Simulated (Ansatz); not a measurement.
Two isomers of C3H5BO: A = `C#CBCO`, B = `OCC1=CB1`.

Program: Ansatz. Geometries: PBE0-D4/def2-TZVP. ΔE: electronic, gas phase. CCSD(T)/CBS is the MP2 limit (def2-TZVPP, def2-QZVPP) plus CCSD(T) − MP2 in def2-TZVPP, frozen cores. Functionals use def2-TZVPP. B3LYP here is the variant with VWN-RPA as its local correlation; programs differ in this. Each species was taken in one conformer, which may not be the lowest.

Task: Which isomer does CCSD(T)/CBS put lower? Give the gap. (Estimate.)

Result: The calculation gave: B, by 4.0 kcal/mol.

Task: Give E(B) − E(A) in kcal/mol with B3LYP-D4, LDA (SPW92), ωB97M-V, B3LYP, MP2/def2-TZVPP, PBE0-D4, BLYP-D4. (Best estimate.)

Result: Ansatz gave: B3LYP-D4 -4.5, LDA (SPW92) -11.9, ωB97M-V -7.5, B3LYP -4.4, MP2/def2-TZVPP -4.9, PBE0-D4 -10.6, BLYP-D4 -1.7. None reverses the order clearly.

Task: Does the order hold for the free energy at 298.15 K (harmonic terms from PBE0-D4)? (Best estimate.)

Result: Computed: Yes: G(B) − G(A) = -1.7 kcal/mol, for one conformer each.

Largest T1 diagnostic: 0.013.

From r2SCAN to r2SCAN0 (25 % exact exchange), in def2-TZVPP and without D4, E(B) − E(A) moves by −2.4 kcal/mol. Leaving LDA and LC-ωPBE aside and taking each functional with its dispersion term where it has one, the values spread over 8.9 kcal/mol, from PBE0-D4 to BLYP-D4. LDA lies −4.0 kcal/mol from PBE without D4.
